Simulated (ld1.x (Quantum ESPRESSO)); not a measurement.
## Pt: variants of one PAW potential

Base potential:

platinum, PAW, made with ld1.x (Quantum ESPRESSO) 7.5 (LDA (PZ), scalar-relativistic). Core [Xe] 4f14, reference 5d8 6s0 6p0 (charge +2). Waves: 6s (bound, empty): rcut 2.30, rcutus 2.45 bohr; 6s channel at 0.7 Ry: rcut 2.30, rcutus 2.45 bohr; 6p (bound, empty): rcut 2.80, rcutus 3.05 bohr; 6p channel at -0.45 Ry: rcut 2.80, rcutus 3.05 bohr; 5d (bound): rcut 1.35, rcutus 1.65 bohr; 5d channel at -1.6 Ry: rcut 1.35, rcutus 1.65 bohr. Local part: all-electron potential smoothed inside 1.50 bohr (lloc = -1). Core correction: Bessel-smoothed model core inside 0.75 bohr. Augmentation charge: PSQ, inside the norm-conserving radii.

All-electron outer shells of the reference configuration (LDA (PZ), scalar-relativistic, ld1.x):

```json
{"shell": "5p", "level (eV)": "-77.16", "outermost node (bohr)": "0.53", "outermost maximum (bohr)": "0.98"}
{"shell": "5d", "level (eV)": "-26.17", "outermost node (bohr)": "0.57", "outermost maximum (bohr)": "1.24"}
{"shell": "6s", "level (eV)": "-22.54", "outermost node (bohr)": "1.13", "outermost maximum (bohr)": "2.18"}
{"shell": "6p", "level (eV)": "-14.56", "outermost node (bohr)": "1.33", "outermost maximum (bohr)": "2.73"}
```

Cutoffs, loose and tight: the cutoffs (Ry, on a coarse ladder) from which the occupation-weighted sum of valence levels, in a spherical-Bessel basis at the reference potential, stays within 10 and 1 mRy of its value at 400 Ry. They do not see the model core or the augmentation charge, which bear on the density cutoff. Test errors are all-electron minus pseudo excitation energies from the reference, over the configurations 5d9 6s1 6p0; 5d9 6s0 6p0; 5d7 6s0 6p0; 5d8 6s2 6p0; 5d9.5 6s0.5 6p0; 5d9 6s0.5 6p0; 5d10 6s0 6p0 (two spin-polarised tests are not counted in the largest error). A dash means not determined; rows that change the core or the reference have their own tests.

A true bound ghost makes a file unfit for plane-wave use even where its test errors are small: the radial tests pick states by their node count and pass the ghost by.

| change | outcome | cutoff, loose | cutoff, tight | bound ghosts | largest test error (meV) |
| --- | --- | --- | --- | --- | --- |
| base | generated | 40 Ry | 70 Ry | s, p | -77 |
| core correction Bessel-smoothed model core inside 0.68 bohr | generated | 40 Ry | 70 Ry | s, p | -77 |
| core correction Bessel-smoothed model core inside 0.88 bohr | generated | 40 Ry | 70 Ry | s, p | -77 |
| core correction Bessel-smoothed model core inside 1.10 bohr | generated | 40 Ry | 70 Ry | s, p | -77 |
| core correction Bessel-smoothed model core inside 1.24 bohr | generated | 40 Ry | 70 Ry | s, p | -77 |
| core correction Bessel-smoothed model core inside 1.46 bohr | generated | 40 Ry | 70 Ry | s, p | -77 |
| core correction Bessel-smoothed model core inside 1.66 bohr | generated | 40 Ry | 70 Ry | s, p | -76 |
| core correction Bessel-smoothed model core inside 1.78 bohr | generated | 40 Ry | 70 Ry | s, p | -76 |
| core correction Bessel-smoothed model core inside 1.94 bohr | generated | 40 Ry | 70 Ry | s, p | -76 |

Problem. What comes out with this change to the base: core correction a·sin(br)/r model core, default radius (ld1.x builds one for every PAW set, though the input has nlcc=.false.)?

Solution. outcome: generated; cutoff, loose: 40 Ry; cutoff, tight: 70 Ry; bound ghosts: s, p; largest test error (meV): -101.
